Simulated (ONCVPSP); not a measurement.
# An all-electron radial function and its pseudo partner (Co (Z = 27))

Columns: radius, all-electron u(r) and pseudo u(r) of the 3s shell (level -102.40 eV) of cobalt in the configuration [Ne] 3s2 3p6 3d7 4s2; PBE, scalar-relativistic, ONCV scheme, ONCVPSP 4.0.1.

```tsv
r (bohr)	all-electron	pseudo
0.060	0.1534	0.0978
0.120	-0.4775	0.2032
0.180	-0.6736	0.3215
0.240	-0.4765	0.4541
0.300	-0.0920	0.5981
0.360	0.3220	0.7463
0.420	0.6820	0.8886
0.480	0.9548	1.0142
0.540	1.1361	1.1136
0.600	1.2363	1.1803
0.660	1.2702	1.2109
0.720	1.2551	1.2070
0.780	1.2055	1.1725
0.840	1.1336	1.1140
0.900	1.0488	1.0386
0.960	0.9579	0.9535
1.020	0.8660	0.8644
1.080	0.7765	0.7760
1.140	0.6915	0.6913
1.200	0.6124	0.6122
1.260	0.5397	0.5396
1.320	0.4738	0.4737
1.380	0.4145	0.4144
1.440	0.3615	0.3615
1.500	0.3146	0.3145
1.560	0.2731	0.2731
```

How many radial nodes do the two functions have?

The all-electron 3s function has n − l − 1 = 2; the pseudo-wave has 0, since the states of the same l below it are removed with the core.

At about which radius was the pseudo-wave matched?

1.20 bohr. The columns agree to 0.0005 from 1.08 bohr on; several derivatives are matched, so the curves merge somewhat inside the radius.

Is the pseudo-wave norm-conserving?

Yes: the ONCV scheme keeps the norm inside the radius equal to the all-electron one, which fixes the energy derivative of the logarithmic derivative at the level.
